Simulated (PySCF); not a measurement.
**Nuclear repulsion and electron count by hand**

System: HNaO, charge +1, doublet, at a GFN2-xTB geometry (such geometries of metal compounds can be far from the true shape) (a state made from the parent by changing its charge; the spin is typed, not shown lowest). Level: WB97M-V/6-31G** (PySCF). Sums are taken with unrounded values, so a last digit can differ.

Coordinates (Å):

```
atom        x        y         z
----  -------  -------  --------
Na1   0.00000  0.00000  -0.98015
O2    0.00000  0.00000   1.08981
H3    0.00000  0.00000   2.06322
```

Problem. Work out the nuclear repulsion energy and the numbers of alpha and beta electrons.

Solution. In atomic units each pair adds Z_i Z_j / r_ij, with r in bohr (1 bohr = 0.529177 Å).
| pair | r (Å) | r (bohr) | Z_i Z_j | term (Eh) |
|---|---|---|---|---|
| Na1-O2 | 2.0700 | 3.9117 | 88 | 22.4968 |
| Na1-H3 | 3.0434 | 5.7511 | 11 | 1.9127 |
| O2-H3 | 0.9734 | 1.8395 | 8 | 4.3491 |
The sum is 28.7585 Eh; PySCF gives 28.7585 Eh. The atomic numbers add up to 20, so at charge +1 there are 19 electrons; multiplicity 2 means 1 unpaired, so 10 alpha and 9 beta.
